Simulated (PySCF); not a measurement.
An excited-state job on `[Cl][GeH3]`.

Method: TDDFT PBE0/def2-SVPD, vertical, gas phase, core orbitals frozen in the response (PySCF 2.14.0, density-fitted response routines). Geometry: GFN2-xTB. The input is one job of a driver script: a line of settings, then coordinates in Å.

Input:
```
{"job": {"kind": "uv", "xc": "PBE0", "basis": "def2-SVPD", "nstates": 8, "ntriplets": 3}, "charge": 0, "multiplicity": 1}
Cl     1.958124    -0.058132     0.107447
Ge    -0.122726     0.004327    -0.010616
H     -0.699419    -0.542118     1.261866
H     -0.557594     1.427212    -0.200826
H     -0.569764    -0.828437    -1.175056
```

What does the run print?

```
coarse grid: 21152 points
cycle   1  E = -2538.1901110700  dE = -5.550e-01  |g| = 4.164e-01  |ddm| = 2.284e+00
cycle   2  E = -2538.1803428464  dE =  9.768e-03  |g| = 4.906e-01  |ddm| = 7.426e-01
cycle   3  E = -2538.2153721103  dE = -3.503e-02  |g| = 1.008e-02  |ddm| = 4.495e-01
cycle   4  E = -2538.2153952746  dE = -2.316e-05  |g| = 6.255e-03  |ddm| = 2.562e-02
cycle   5  E = -2538.2154069635  dE = -1.169e-05  |g| = 6.283e-04  |ddm| = 7.858e-03
cycle   6  E = -2538.2154070635  dE = -1.001e-07  |g| = 1.693e-04  |ddm| = 1.168e-03
final grid: 40904 points
cycle   7  E = -2538.2153867970  dE = -5.486e-09  |g| = 1.421e-04  |ddm| = 7.463e-04
cycle   8  E = -2538.2153867981  dE = -1.110e-09  |g| = 1.289e-04  |ddm| = 3.765e-04
cycle   9  E = -2538.2153868019  dE = -3.723e-09  |g| = 9.989e-06  |ddm| = 1.726e-04
cycle  10  E = -2538.2153868019  dE =  5.457e-12  |g| = 9.761e-07  |ddm| = 8.000e-06
converged SCF energy = -2538.2153868019

Static polarisability (au): isotropic 44.224, principal 40.599 40.603 51.469

Singlet excitations
state   eV       nm        f      main configurations
  1   7.1436    173.6   0.01905   H->L 0.96
  2   7.1440    173.6   0.01906   H-1->L 0.96
  3   7.9901    155.2   0.00988   H->L+1 0.96
  4   7.9904    155.2   0.00983   H-1->L+1 0.96
  5   8.6620    143.1   0.00000   H-1->L+2 0.49, H->L+3 0.49
  6   8.8949    139.4   0.01942   H->L+2 0.28, H-1->L+3 0.27, H->L+3 0.17
  7   8.8949    139.4   0.01945   H->L+3 0.27, H-1->L+2 0.27, H->L+2 0.17
  8   8.9349    138.8   0.00539   H-1->L+3 0.45, H->L+2 0.42, H-4->L 0.11

Triplet excitations (Tamm-Dancoff, eV): 6.6904 6.6908 7.6532
```

The SCF starts on a coarse grid where the log names one; the energy can jump when the final grid takes over, and dE then counts from the start density on the new grid. H and L stand for HOMO and LUMO; the number after each pair is its weight.

Give S1 in cm⁻¹ and kJ/mol.

7.1436 eV × 8065.54 = 57617 cm⁻¹; × 96.485 = 689.3 kJ/mol.

How does the lowest singlet excitation compare with the HOMO–LUMO gap?

HOMO -8.92 eV and LUMO -0.32 eV give a gap of 8.60 eV; S1 at 7.14 eV lies 1.46 eV below it.

Summary of the converged run: HOMO -8.92 eV, LUMO -0.32 eV; lowest singlet 7.14 eV; lowest triplet 6.69 eV (Tamm–Dancoff); mean polarisability 44.2 au.

 Relativistic effects, spin–orbit coupling among them, are left out although an element past zinc is present.

Estimate the wall time. Hardware: an x86-64 server with one thread, no GPU, on a shared host.

About 4.1 s.
Labels such as C1 count atoms from 1, the log's own numbers from 0.
